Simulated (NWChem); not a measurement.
A series in which one site is exchanged, each optimised at PBE0/def2-SVP with NWChem, gas phase unless a solvent is named. Some are not confirmed as minima by frequencies. def2 effective core potentials on Ag, I; no spin-orbit coupling.

A: [NH3]->[AgH] (AgNH$_{4}$; site = H)
B: [NH3]->[Ag][I] (AgNH3I; site = I)
C: [Ag](<-[NH3])[Br] (AgNH₃Br; site = Br)
D: [NH3]->[Ag][Cl] (AgNH$_{3}$Cl; site = Cl)

Question: Rank them by orbital gap (eV), PBE0/def2-SVP, lowest first.

Answer: B (4.93), C (5.34), A (5.48), D (5.62)
